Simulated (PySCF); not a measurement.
PySCF job for C₂H₇FOSi₂, SMILES C=C[Si@@H](F)O[SiH3], PBE0/pcSseg-1. Geometry optimised at PBE-D3(BJ)/def2-SVP. The structure was generated by enumeration; whether it is a known compound was not checked. Other conformers were not sampled.

```python
import numpy as np
from pyscf import gto, scf, dft
from pyscf.prop.nmr import rks as nmr

mol = gto.M(
    atom='''
    C     2.61800931   -0.62655077    0.22693675
    C     1.67602153    0.22292479    0.68629768
    Si    0.32207306    0.87908977   -0.41160465
    F     0.55481553    0.20785825   -1.89016746
    O    -1.18006992    0.44404158    0.15405917
    Si   -1.95094385   -0.88518162    0.83660580
    H     2.62701369   -0.95541723   -0.82641152
    H     3.41510106   -1.02926722    0.87579735
    H     1.70532924    0.52702044    1.74955392
    H     0.30882036    2.36230282   -0.58124666
    H    -1.20879191   -1.34696389    2.06204573
    H    -3.33596200   -0.45669988    1.22004043
    H    -2.02428481   -2.01699014   -0.15016789
    ''',
    basis='pcSseg-1',
    charge=0,
    spin=0,
    max_memory=1600,
    verbose=3,
)
mf = dft.RKS(mol, xc='pbe0')
mf.grids.level = 3
mf.conv_tol = 1e-10
mf.max_cycle = 100
mf.kernel()
n = nmr.NMR(mf)
n.verbose = 2
n.max_cycle_cphf = 60
sigma = n.kernel()
print('atom   isotropic/ppm   span/ppm')
for i, s in enumerate(sigma):
    w = np.linalg.eigvalsh((s + s.T) / 2)
    print(f'{mol.atom_symbol(i):2s}{i + 1:3d} {w.mean():14.3f} {w[2] - w[0]:11.3f}')
```

Program output:

```
converged SCF energy = -834.028354801181
atom   isotropic/ppm   span/ppm
C   1         32.769     266.804
C   2         43.892     241.660
Si  3        378.006      30.858
F   4        340.751     120.889
O   5        277.501     111.279
Si  6        386.899     115.243
H   7         24.512       8.576
H   8         24.531       6.442
H   9         24.925       4.435
H  10         26.154       8.935
H  11         26.099       7.642
H  12         26.135       8.131
H  13         26.035       7.965
```

Self-consistency was reached.

Cost: about 60 core-seconds (a rough figure).
